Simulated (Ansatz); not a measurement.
Ansatz (a quantum-chemistry and plane-wave program) input for In(H)2(OAc) (C₂H₅InO₂), SMILES CC(=O)[O][InH2], CAM-B3LYP/def2-SVPD. Geometry optimised at B3LYP-D3(BJ)/def2-SVP. The def2 effective core potentials stand for the cores of In; spin–orbit coupling is left out.

Ansatz 0.2 input:
```yaml
crystal:
  periodic: [false, false, false]
  atoms:
    - {symbol: In, position_ang: [0.08772041, -0.20493814, 1.00178423]}
    - {symbol: H, position_ang: [-1.41697029, -0.05547476, 1.81409545]}
    - {symbol: H, position_ang: [1.70884625, -0.60400711, 1.40163772]}
    - {symbol: O, position_ang: [0.11988716, 1.25314215, -0.72570264]}
    - {symbol: C, position_ang: [-0.14753314, 0.32007597, -1.54438214]}
    - {symbol: C, position_ang: [-0.24618780, 0.61222545, -3.01710553]}
    - {symbol: O, position_ang: [-0.30479265, -0.86760123, -1.12217931]}
    - {symbol: H, position_ang: [-0.99226428, -0.04338882, -3.48513679]}
    - {symbol: H, position_ang: [0.73048895, 0.39741630, -3.48056530]}
    - {symbol: H, position_ang: [-0.48683152, 1.66928737, -3.18547638]}
basis:
  gaussian:
    orbitals: def2-SVPD
hamiltonian:
  xc: {name: CAM-B3LYP}
```

Output:

```
WARN ansatz: RAYON_NUM_THREADS=1 ignored (pool sized by the plan → 1); use --threads N
Functional definition: CAM-B3LYP
integrals: 0.11 GiB planned
1412 factors; their error is unknown
integrals: 0.14 GiB planned
571 factors; integrals over basis functions are off by at most 2.1e-5 eV
mean field: 1.03 GiB planned
mean field evaluation 1: about -11409.8343 eV, gradient 6.2e1 eV
mean field evaluation 2: about -11405.4277 eV, gradient 8.2e1 eV
mean field evaluation 4: about -11417.0338 eV, gradient 2.2e0 eV
mean field evaluation 8: about -11417.0437 eV, gradient 1.2e-1 eV
mean field evaluation 16: about -11417.0718 eV, gradient 1.3e-4 eV
mean field -11417.07179389 eV, -419.5696496562 hartree, gradient 3.0e-5 eV, S^2 0.000000; 0 other end points of the search recorded, 0 dependent functions left out
reference -11417.07193923 eV, -419.5696549974 hartree; 27, 27 occupied and 131, 131 virtual orbitals, 1412 factors
Total energy: -11417.07193923 eV, -419.5696549974 hartree
```

Self-consistency was reached.

Cost: roughly 7 core-seconds.
